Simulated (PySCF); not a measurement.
C3H5, doublet, geometry from GFN2-xTB; M06/3-21G in PySCF.

Input for PySCF:
```python
from pyscf import gto, scf, dft

mol = gto.Mole()
mol.atom = '''
    C     1.321212   -0.047521    0.209243
    C     0.074642   -0.360985    0.068571
    C    -1.234962    0.203217   -0.220735
    H     2.077809   -0.783072    0.441258
    H     1.708973    0.970548    0.107196
    H    -1.183258    1.287632   -0.384598
    H    -1.652686   -0.258370   -1.116139
    H    -1.916195    0.014997    0.609806
'''
mol.basis = '3-21g'
mol.charge = 0
mol.spin = 1
mol.verbose = 4
mol.build()

mf = dft.UKS(mol)
mf.xc = 'm06'
mf.grids.atom_grid = (150, 974)
mf.kernel()
mf.analyze()
```

It wrote (shortened):

```
PySCF version 2.14.0

[INPUT] verbose = 4
[INPUT] num. atoms = 8
[INPUT] num. electrons = 23
[INPUT] charge = 0
[INPUT] spin (= nelec alpha-beta = 2S) = 1
[INPUT] symmetry False subgroup None
[INPUT] Mole.unit = angstrom
[INPUT] Symbol           X                Y                Z      unit          X                Y                Z       unit  Magmom
[...]
nuclear repulsion = 64.2721658913231
number of shells = 25
number of NR pGTOs = 60
number of NR cGTOs = 37
basis = 3-21g
ecp = {}

******** <class 'pyscf.dft.uks.UKS'> ********
method = UKS
initial guess = minao
damping factor = 0
level_shift factor = 0
DIIS = <class 'pyscf.scf.diis.CDIIS'>
diis_start_cycle = 1
diis_space = 8
diis_damp = 0
SCF conv_tol = 1e-09
SCF conv_tol_grad = None
SCF max_cycles = 50
direct_scf = True
direct_scf_tol = 1e-13
number electrons alpha = 12  beta = 11
XC library pyscf.dft.libxc version 7.1.2
    S. Lehtola, C. Steigemann, M. J. T. Oliveira, and M. A. L. Marques,  SoftwareX 7, 1–5 (2018)
XC functionals = m06
    Y. Zhao and D. G. Truhlar,  Theor. Chem. Acc. 120, 215 (2008)
    Y. Zhao and D. G. Truhlar,  Theor. Chem. Acc. 120, 215 (2008)
radial grids:
    Treutler-Ahlrichs [JCP 102, 346 (1995); DOI:10.1063/1.469408] (M4) radial grids

becke partition: Becke, JCP 88, 2547 (1988); DOI:10.1063/1.454033
pruning grids: <function nwchem_prune>
grids dens level: 3
symmetrized grids: False
atomic radii adjust function: <function treutler_atomic_radii_adjust>
User specified grid scheme (150, 974)
small_rho_cutoff = 0
Set gradient conv threshold to 3.16228e-05
tot grids = 650280
init E= -116.676802950585

cycle= 1 E= -116.496843761066  delta_E= 0.18  |g|= 0.184  |ddm|= 1.89
cycle= 2 E= -116.504474954314  delta_E= -0.00763  |g|= 0.164  |ddm|= 0.392
cycle= 3 E= -116.518173255322  delta_E= -0.0137  |g|= 0.0336  |ddm|= 0.17
cycle= 4 E= -116.518799099713  delta_E= -0.000626  |g|= 0.022  |ddm|= 0.0632
cycle= 5 E= -116.519240863235  delta_E= -0.000442  |g|= 0.00465  |ddm|= 0.0312
cycle= 6 E= -116.519326105297  delta_E= -8.52e-05  |g|= 0.00295  |ddm|= 0.0175
cycle= 7 E= -116.519349265203  delta_E= -2.32e-05  |g|= 0.00135  |ddm|= 0.00931
cycle= 8 E= -116.519356928239  delta_E= -7.66e-06  |g|= 0.000425  |ddm|= 0.00677
cycle= 9 E= -116.519357605534  delta_E= -6.77e-07  |g|= 9.32e-05  |ddm|= 0.00242
cycle= 10 E= -116.519357618185  delta_E= -1.27e-08  |g|= 1.47e-05  |ddm|= 0.000344
cycle= 11 E= -116.519357618497  delta_E= -3.12e-10  |g|= 4.34e-06  |ddm|= 4.41e-05
[...]
converged SCF energy = -116.519357618516  <S^2> = 0.77093842  2S+1 = 2.0208299
Total Energy =                        -116.519357618515727
[...]

 ** Mulliken spin pop alpha/beta on meta-lowdin orthogonal AOs **
 ** Mulliken Spin Density (per AO)  **
spin_pop of  0 C 1s        0.00000
spin_pop of  0 C 2s       -0.01532
spin_pop of  0 C 3s        0.00016
spin_pop of  0 C 2px      -0.02068
spin_pop of  0 C 2py      -0.02600
spin_pop of  0 C 2pz      -0.12643
spin_pop of  0 C 3px       0.00056
spin_pop of  0 C 3py       0.00043
spin_pop of  0 C 3pz      -0.00033
spin_pop of  1 C 1s       -0.00005
spin_pop of  1 C 2s        0.12093
spin_pop of  1 C 3s        0.00220
spin_pop of  1 C 2px       0.03278
spin_pop of  1 C 2py       0.72840
spin_pop of  1 C 2pz       0.13616
spin_pop of  1 C 3px      -0.00050
spin_pop of  1 C 3py       0.00232
spin_pop of  1 C 3pz       0.00015
spin_pop of  2 C 1s       -0.00000
spin_pop of  2 C 2s       -0.00391
spin_pop of  2 C 3s        0.00004
spin_pop of  2 C 2px      -0.01579
spin_pop of  2 C 2py      -0.01132
spin_pop of  2 C 2pz      -0.00369
spin_pop of  2 C 3px       0.00031
spin_pop of  2 C 3py       0.00039
spin_pop of  2 C 3pz       0.00008
spin_pop of  3 H 1s        0.04497
spin_pop of  3 H 2s        0.00004
spin_pop of  4 H 1s        0.07851
spin_pop of  4 H 2s        0.00022
spin_pop of  5 H 1s        0.05627
spin_pop of  5 H 2s        0.00041
spin_pop of  6 H 1s        0.00916
spin_pop of  6 H 2s        0.00017
spin_pop of  7 H 1s        0.00916
spin_pop of  7 H 2s        0.00017
 ** Mulliken Spin Density (per atom)  **
spin density of  0 C =     -0.18760
spin density of  1 C =      1.02240
spin density of  2 C =     -0.03388
spin density of  3 H =      0.04501
spin density of  4 H =      0.07873
spin density of  5 H =      0.05668
spin density of  6 H =      0.00933
spin density of  7 H =      0.00933
 ** Mulliken pop alpha/beta on meta-lowdin orthogonal AOs **
 ** Mulliken pop       alpha | beta **
[...]
In total            12.00000 | 11.00000
 ** Mulliken atomic charges   ( Nelec_alpha | Nelec_beta ) **
charge of  0C =     -0.27067  (     3.04153      3.22913 )
charge of  1C =     -0.00393  (     3.51317      2.49077 )
charge of  2C =     -0.30590  (     3.13601      3.16989 )
charge of  3H =      0.11540  (     0.46481      0.41979 )
charge of  4H =      0.10384  (     0.48744      0.40872 )
charge of  5H =      0.11364  (     0.47152      0.41484 )
charge of  6H =      0.12381  (     0.44276      0.43343 )
charge of  7H =      0.12381  (     0.44276      0.43343 )
Dipole moment(X, Y, Z, Debye): -0.58749,  0.57041, -0.18004
```
